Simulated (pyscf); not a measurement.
## H₃Sn–SnH₃, singlet

Gas-phase minimum from PySCF at ωB97X-D3(BJ)/def2-SVP, one conformer. 

```xyz
8

Sn    -1.4286     0.5956    -0.2615
Sn    -0.1185    -1.7646     0.0575
H     -3.1071     0.3319    -0.4453
H     -0.8593     1.4169    -1.6479
H     -1.1893     1.6051     1.0966
H     -0.6038    -2.5308     1.5061
H      1.5703    -1.5111     0.1241
H     -0.4523    -2.8190    -1.2453
```

Bonded distances (Å): Sn1–Sn2 2.718, Sn1–H3 1.709, Sn1–H4 1.709, Sn1–H5 1.709, Sn2–H6 1.709, Sn2–H7 1.709, Sn2–H8 1.709. Bond angles (°): Sn2–Sn1–H3 110.6, Sn2–Sn1–H4 110.6, Sn2–Sn1–H5 110.6, H3–Sn1–H4 108.3, H3–Sn1–H5 108.3, H4–Sn1–H5 108.3, Sn1–Sn2–H6 110.6, Sn1–Sn2–H7 110.6, Sn1–Sn2–H8 110.6, H6–Sn2–H7 108.3, H6–Sn2–H8 108.3, H7–Sn2–H8 108.3.

Properties at ωB97X-D3(BJ)/def2-SVP:

| Quantity | Value |
|---|---|
| Harmonic wavenumbers, unscaled | 72, 207, 305, 305, 467, 467, 662, 742, 758, 758, 762, 762, 1960, 1961, 1961, 1968, 1968, 1970 cm⁻¹ |
| Zero-point energy | 25.8 kcal/mol |
| Rotational symmetry number | 6 |
| Entropy of this conformer at 298 K and 1 atm, rigid rotor and harmonic oscillator, modes under 100 cm⁻¹ raised to 100 | 321.1 J/(mol K) |
| Dipole moment | 0.00 D |

Single-point totals, which compare only within one level (frozen core for MP2 and CC):

```json
[
 {"level": "ωB97X-D3(BJ)/def2-TZVP", "total energy (hartree)": "-432.35463"},
 {"level": "PBE/def2-TZVP", "total energy (hartree)": "-432.14735"},
 {"level": "r²SCAN/def2-TZVP", "total energy (hartree)": "-432.32927"},
 {"level": "B3LYP-D3(BJ)/def2-TZVP", "total energy (hartree)": "-432.34029"},
 {"level": "PBE0-D3(BJ)/def2-TZVP", "total energy (hartree)": "-432.18278"},
 {"level": "M06-2X/def2-TZVP", "total energy (hartree)": "-432.00820"},
 {"level": "ωB97M-D3(BJ)/def2-TZVP", "total energy (hartree)": "-432.24503"},
 {"level": "HF/def2-TZVPP", "total energy (hartree)": "-430.16325"},
 {"level": "MP2/def2-TZVPP", "total energy (hartree)": "-430.84601"},
 {"level": "CCSD/def2-TZVPP", "total energy (hartree)": "-430.86662"},
 {"level": "CCSD(T)/def2-TZVPP", "total energy (hartree)": "-430.88491"}
]
```

Soft torsions are taken as harmonic, which can shift the entropy by several J/(mol K). The CCSD(T) − MP2 part came from Ansatz, without density fitting, on the same reference. The frozen core leaves the outer d or s,p core shells of the metals and heavy elements correlated in the MP2 and CC values, and def2-TZVPP describes them poorly, so these totals are far from the basis limit. Elements past Kr carry the def2 core potentials, without spin-orbit coupling.
